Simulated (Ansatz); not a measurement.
Isolated molecules relaxed with PBE0-D4/def2-TZVP in Ansatz; ΔE leaves out vibrations. CBS: MP2 limit from def2 TZ/QZ plus the TZ coupled-cluster correction, frozen cores. This one scheme is used for every species. DFT in def2-TZVPP. B3LYP here is the variant with VWN-RPA as its local correlation; programs differ in this. Elements past krypton have def2 core potentials. For Sn outer-core shells are correlated without core-valence functions, which leaves a few kJ/mol of doubt a bond. One conformer a species, not always the lowest.

`OCO[SiH2]S` + `[SnH4]` → `S[SiH2][SnH3]` + `OCO`  (formal exchange of groups at the Si–O bond)

`OCO[SiH2]S`:

Cartesian coordinates in Å:
```
O 0.542 1.453 0.684
C 0.698 1.001 -0.628
O 0.785 -0.393 -0.706
Si -0.274 -1.388 0.077
S -2.299 -0.740 -0.068
H 1.359 1.290 1.166
H 1.607 1.399 -1.090
H -0.182 1.357 -1.169
H 0.100 -1.521 1.505
H -0.195 -2.689 -0.621
H -2.141 0.229 0.850
```

`[SnH4]`:

Z-matrix (Å, degrees):
```
Sn
H 1 1.704
H 1 1.704 2 109.5
H 1 1.704 2 109.5 3 -120.0
H 1 1.704 2 109.5 3 120.0
```

`S[SiH2][SnH3]`:

Z-matrix (Å, degrees):
```
Si
Sn 1 2.564
S 1 2.145 2 111.0
H 1 1.485 2 111.1 3 115.3
H 1 1.488 2 110.6 3 -124.2
H 2 1.709 1 109.1 3 53.2
H 2 1.709 1 111.9 3 172.9
H 2 1.706 1 110.4 3 -65.8
H 3 1.344 1 95.0 2 -54.3
```

`OCO`:

Z-matrix (Å, degrees):
```
C
O 1 1.397
O 1 1.396 2 112.9
H 1 1.095 2 105.2 3 -122.5
H 1 1.095 2 112.0 3 118.6
H 2 0.962 1 107.9 3 -61.7
H 3 0.962 1 107.9 2 -61.7
```

```
             level  ΔE (kcal/mol)  difference from CCSD(T)/CBS
            PBE-D4           13.1                         -3.1
         r2SCAN-D4           17.2                          1.0
          B3LYP-D4           17.5                          1.3
           ωB97X-V           18.2                          2.0
           ωB97M-V           18.5                          2.3
            B2PLYP           17.9                          1.7
               PBE           12.5                         -3.7
            r2SCAN           17.0                          0.8
     HF/def2-TZVPP           21.0                          4.8
CCSD(T)/def2-TZVPP           18.1                          1.9
     HF/def2-QZVPP           21.2                          5.0
    MP2/def2-QZVPP           17.4                          1.2
SCS-MP2/def2-QZVPP           18.3                          2.1
      HF/CBS(def2)           21.2                          5.0
     MP2/CBS(def2)           16.5                          0.3
    CCSD/CBS(def2)           16.4                          0.2
       CCSD(T)/CBS           16.2                            0
```

Largest T1 diagnostic among the species: 0.013.

The D4 term adds +0.9 kcal/mol with B3LYP and +0.5 kcal/mol with PBE0; it sums over pairs of atoms, weighted by their polarisabilities, and B3LYP, whose exchange is more repulsive, gets the larger term. From PBE to PBE0 (25 % exact exchange), in def2-TZVPP and without D4, ΔE moves by +1.3 kcal/mol.
